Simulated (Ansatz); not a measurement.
Ansatz results at the PBE0-D4/def2-TZVP geometry: size of the dipole moment (B3LYP/def2-TZVPP) 2.51 D; HOMO energy (PBE0/def2-TZVPP) -5.94 eV; size of the dipole moment (ωB97M-V/def2-TZVPP) 2.43 D.

(1) Which molecule gave them?
A. `O[SiH2][AsH2]`
B. `CC1=[C]([AlH2])N1`
C. `C=C(C)[SiH3]`
D. `O=CC(F)[SiH2]Cl`

Answers

(1) B. The others give `O=CC(F)[SiH2]Cl`: 0.32, -8.01, 0.33; `C=C(C)[SiH3]`: 0.78, -7.60, 0.78; `O[SiH2][AsH2]`: 1.53, -7.44, 1.58.

B3LYP here is the variant with VWN-RPA as its local correlation; programs differ in this.
